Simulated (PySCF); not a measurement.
C₂H₄F₂. Atoms are numbered in the order given.

```xyz
8

F     -1.4521    -0.1686    -0.5464
C     -0.6900     0.3070     0.5047
C      0.6900    -0.3070     0.5047
F      1.4521     0.1686    -0.5464
H     -1.1963     0.0606     1.4671
H     -0.6078     1.4145     0.4219
H      1.1963    -0.0606     1.4671
H      0.6078    -1.4145     0.4219
```
Charge 0, spin multiplicity 1.

The structure is a stationary point at PBE-D3(BJ)/def2-SVP. The values are those of a single conformer.

Computed with PySCF with M06-2X/def2-TZVPD.

ESP charges are fitted to the potential on shells at 1.4 to 2.0 van der Waals radii. Atomic charges (e):

```csv
atom,meta-Löwdin,ESP fit
F1,___,-0.22
C2,___,0.05
C3,___,0.05
F4,___,-0.22
H5,___,0.07
H6,___,0.10
H7,___,0.07
H8,___,0.10
```

**Question.** Complete the blanks. (An estimate is asked for; the answer gives what the named calculation found.)

**Answer.** 
- F1, meta-Löwdin: -0.32
- C2, meta-Löwdin: 0.10
- C3, meta-Löwdin: 0.10
- F4, meta-Löwdin: -0.32
- H5, meta-Löwdin: 0.11
- H6, meta-Löwdin: 0.11
- H7, meta-Löwdin: 0.11
- H8, meta-Löwdin: 0.11
